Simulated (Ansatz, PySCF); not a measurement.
Molecule: C₂H₇Ge, net charge 0, doublet state. SMILES: [CH3][GeH][CH3]
Geometry: optimised at B3LYP-D3(BJ)/def2-TZVP (Ansatz, a first-principles code).

Unscaled harmonic wavenumbers (cm⁻¹) in rising order, each level at the stationary point that it reaches from this structure (no distance between atoms moves by over 0.3 Å); the order of modes can differ between levels, and a negative number is imaginary. B3LYP-D3(BJ)/def2-TZVP (PySCF, at the structure above): 114, 122, 167, 469, 554, 581, 591, 712, 837, 848, 852, 1248, 1258, 1452, 1458, 1459, 1469, 2024, 3031, 3031, 3108, 3108, 3132, 3132.

HF/6-31G* with LANL2DZ past Ar (Ansatz): 117, 125, 176, 506, 576, 608, 651, 804, 925, 941, 944, 1415, 1426, 1602, 1604, 1609, 1612, 2116, 3206, 3207, 3283, 3283, 3294, 3294. Zero-point energy 53.4 against 49.7 kcal/mol; where all levels lie over 400 cm⁻¹, the wavenumbers are on average 1.084 times those of B3LYP-D3(BJ)/def2-TZVP.

B3LYP/6-31G* with LANL2DZ past Ar (Ansatz): 111, 119, 164, 465, 538, 570, 602, 740, 864, 873, 879, 1294, 1307, 1487, 1493, 1494, 1503, 1988, 3054, 3055, 3133, 3133, 3152, 3152. Zero-point energy 50.3 against 49.7 kcal/mol; where all levels lie over 400 cm⁻¹, the wavenumbers are on average 1.014 times those of B3LYP-D3(BJ)/def2-TZVP.
